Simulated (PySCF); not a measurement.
Molecule: `C=C[C@@H](Cl)[C@](C)(F)C=O`, C₆H₈ClFO.

Bonds (- single, = double, # triple, : aromatic): C1=C2, C2-C3, C3-Cl4, C3-C5, C5-C6, C5-F7, C5-C8, C8=O9. C1 carries H10, H11; C2 carries H12; C3 carries H13; C6 carries H14, H15, H16; C8 carries H17. Stereochemistry as in C=C[C@@H](Cl)[C@](C)(F)C=O. H10 is cis to C3; H11 is trans to C3.

Frames of a GFN2-xTB Langevin trajectory at 300 K; GIAO PBE0/pcSseg-1 shieldings in PySCF 2.14, gas phase, non-relativistic; equivalent atoms averaged within each frame.

Chemical shifts δ = σref − σ; 13C (σref 186.93), 1H (σref 31.72) against TMS; HCl for 35Cl (σref 949.78); 19F (σref 170.95) against CFCl3; 17O (σref 336.08) vs H2O, all at this level. The references are static minima.

How do the shifts (ppm) fluctuate along the trajectory?

Results:


```csv
time (fs),C8,C2,C1,C5,C3,C6,Cl4,F7,O9,H17
250,208.0,143.7,123.5,104.0,73.3,23.4,242,-189.2,650.1,10.87
425,205.8,155.6,132.1,104.9,85.4,32.6,304,-191.1,652.3,10.36
625,217.7,143.9,127.0,102.1,65.7,21.9,110,-211.2,692.6,10.73
800,207.4,150.3,131.0,117.9,63.1,20.6,203,-147.1,673.0,9.97
1000,219.8,148.0,129.6,102.0,71.7,16.7,141,-194.5,742.4,10.35
mean of frames,211.7,148.3,128.6,106.2,71.8,23.0,200,-186.6,682.1,10.46
standard deviation,6.5,4.9,3.5,6.7,8.7,5.9,78,23.7,37.9,0.35
```

5 frames give an uncertainty of the mean of about the standard deviation over 2.2 at best, since frames this close in time may not be independent; classical motion lacks zero-point vibration, and the reference would need the same averaging.
